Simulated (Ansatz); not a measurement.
Calculation: PBE-D3(BJ)/def2-TZVP // PBE0-D3(BJ)/def2-SVP run with Ansatz (a first-principles code). All species are isolated molecules in the gas phase. One relaxed conformer stands for a flexible species; it need not be the lowest.  In the def2 sets, heavy atoms carry core potentials.

Reference species (SMILES): `C=C[CH2][Sn]([OH])([OH])[OH]` (neutral, multiplicity 1).

* **vertical ionisation energy (Delta-SCF)**: 8.75 eV
* **HOMO**: -6.19 eV

Changed species: `[OH][Sn]([C](C)(C)C)([OH])[OH]` (Y = tert-butyl; the reference has Y = allyl).

### Question
What does the change do to the vertical ionisation energy (Delta-SCF) and HOMO?

### Answer
the vertical ionisation energy (Delta-SCF) increases by 0.07 eV, to 8.82 eV; the HOMO falls by 0.13 eV, to -6.32 eV.
